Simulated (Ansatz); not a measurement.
Atom: iodine atom, I, net charge 0, doublet state.

Computed values are from Ansatz (a first-principles code). Cores are frozen in the correlated levels unless marked. UHF or UKS for open shells. No spin-orbit coupling. Frozen are the shells of the preceding noble gas and the d and f shells that filled before the atom's block. Past Kr the def2 sets carry scalar-relativistic core potentials. Basis-set limits of correlation are two-point, X^-3; Hartree-Fock from the larger set.

```
Property                                                                                                  Result
----------------------------------------------------------  ----------------------------------------------------
ionisation energy (to the triplet)                              10.59 eV at CCSD(T)/CBS(def2-TZVPPD,def2-QZVPPD)
electron affinity (to the singlet; negative means unbound)       3.33 eV at CCSD(T)/CBS(def2-TZVPPD,def2-QZVPPD)
total energy                                                -296.8268 Eh at CCSD(T)/CBS(def2-TZVPPD,def2-QZVPPD)
T1 diagnostic                                                                          0.008 at CCSD/def2-QZVPPD
```
